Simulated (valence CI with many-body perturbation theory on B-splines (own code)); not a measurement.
Isoelectronic trend, 7 electrons, N to Ti15+

Calculated by configuration interaction combined with many-body perturbation theory (CI+MBPT): five valence electrons over a frozen Dirac-Fock core [He], radial functions for each j: 9 s, 9 p, 8 d, 6 f, 3 g, 1 h, with the one-electron correlation potential Σ1, the two-electron term Σ2, the three-electron term Σ3, Breit, model QED; selected CI, second order for the rest, scaled by the run's own slope (own B-spline code, finite nucleus). Basis and details of the method differ along the sequence, and some ions are missing.

Excitation energies in eV above the lowest level of each ion. Labels name the leading LS component, so a column can jump where levels mix; a blank means that no level of the computed list carries the label, and where several do, the lowest of them is shown. The ionisation energies from NIST are mostly theoretical or semi-empirical. By estimate, excited configurations hold to about 0.1 % in light ions and 0.5 % in heavy ones, terms of the ground configuration to 0.5 to 2 %, and small fine-structure intervals to 10 cm⁻¹ or more; near the neutral end and where shells cross, configurations can be misplaced by 0.1 to 0.6 eV.

```tsv
Ion	Lowest level	IE (eV)	IE, NIST (eV)	2s2 2p3 2P°_3/2	2s 2p4 4P_3/2	2s 2p4 4P_1/2	2s 2p4 2D_3/2	2s 2p4 2S_1/2	2s 2p4 2P_3/2	2s2 2p2 3s 4P_1/2
N	2s2 2p3 4S°_3/2	14.515	14.5341	3.599	10.94	10.94				10.31
O+	2s2 2p3 4S°_3/2	35.098	35.1211	5.046	14.88	14.89	20.61	24.31		22.95
F2+	2s2 2p3 4S°_3/2	62.683	62.708	6.427	18.88	18.90	26.10	30.83	33.09	39.25
Ne3+	2s2 2p3 4S°_3/2	97.174	97.19	7.779	22.88	22.92	31.54	37.21	39.73	59.33
Al6+	2s2 2p3 4S°_3/2	241.72	241.76 ± 0.09	11.81	35.05	35.22	47.89	56.25	59.30	142.2
Si7+	2s2 2p3 4S°_3/2	303.53	303.59 ± 0.05	13.17	39.22	39.45	53.41	62.64	65.84	177.3
P8+	2s2 2p3 4S°_3/2	372.14	372.31 ± 0.21	14.57	43.46	43.79	58.98	69.07	72.41	216.2
S9+	2s2 2p3 4S°_3/2	447.53	447.7 ± 0.3	16.02	47.79	48.23	64.62	75.56	79.04	258.8
Cl10+	2s2 2p3 4S°_3/2	529.7	530 ± 0.4	17.54	52.24	52.81	70.34	82.13	85.75	305.1
Ar11+	2s2 2p3 4S°_3/2	618.63	619 ± 0.4	19.15	56.81	57.55	76.17	88.78	92.55	355.2
K12+	2s2 2p3 4S°_3/2	714.32	714.7 ± 0.5	20.89	61.54	62.47	82.11	95.52	99.46	408.9
Ca13+	2s2 2p3 4S°_3/2	816.76	817.2 ± 0.6	22.79	66.46	67.61	88.20	102.4	106.5	466.3
Sc14+	2s2 2p3 4S°_3/2	925.95	926.5 ± 0.7	24.89	71.59	72.97	94.44	109.4	113.7	527.4
Ti15+	2s2 2p3 4S°_3/2	1041.9	1042.5 ± 0.8	27.23	76.96	78.60	100.9	116.6	121.2	592.1
```

Does the computed ground configuration or its J change in this range?

No, it stays 2s2 2p3 with J = 3/2; its leading component is 96 % 4S° at the start and 96 % 4S° at the end, where the leading jj configuration holds 48 %.

Shares of the ionisation energy in eV, for some of the ions:

| Ion | Σ1 | Σ2 | Σ3 | Breit | QED |
| --- | --- | --- | --- | --- | --- |
| N | 0.0505 | -0.00449 | -0.0124 | 0.00152 | 0.000487 |
| F2+ | 0.112 | -0.00581 | -0.0278 | 0.000249 | 0.00128 |
| Al6+ | 0.183 | 0.00578 | -0.0559 | -0.0148 | 0.00349 |
| P8+ | 0.207 | 0.0126 | -0.0676 | -0.0309 | 0.00457 |
| Cl10+ | 0.222 | 0.0194 | -0.0777 | -0.0537 | 0.00528 |
| K12+ | 0.236 | 0.0264 | -0.0867 | -0.0844 | 0.00522 |
| Sc14+ | 0.245 | 0.0332 | -0.0944 | -0.126 | 0.00421 |
